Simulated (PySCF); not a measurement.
Ar⁺: excitation energy

Ar⁺ [Ne] 3s2 3p5 (2P) → Ar⁺ [Ne] 3s1 3p6 (2S), as a difference of total energies. All numbers are calculated (PySCF 2.14, scalar relativity by spin-free X2C-1e, in x2c-QZVPPall with one added diffuse shell each of s, p, d, f type (10s7p5d3f1g, 86 functions)). Correlated levels: valence: [Ne] frozen. The calculations carry no spin-orbit coupling.

```csv
method,excitation energy (eV),error (eV)
UHF,18.785,+5.364
MP2 (valence),15.905,+2.484
SCS-MP2 (valence),15.605,+2.184
CCSD (valence),14.397,+0.976
CCSD(T) (valence),13.495,+0.074
```

Reference: 13.421 eV (measured; NIST levels, between the centres of gravity of the two terms).

Errors of the correlated levels include the incompleteness of this basis and the frozen core.

The coupled-cluster amplitudes are large for the upper state (T1 above 0.03 or a double amplitude above 0.15), so a single reference is strained.
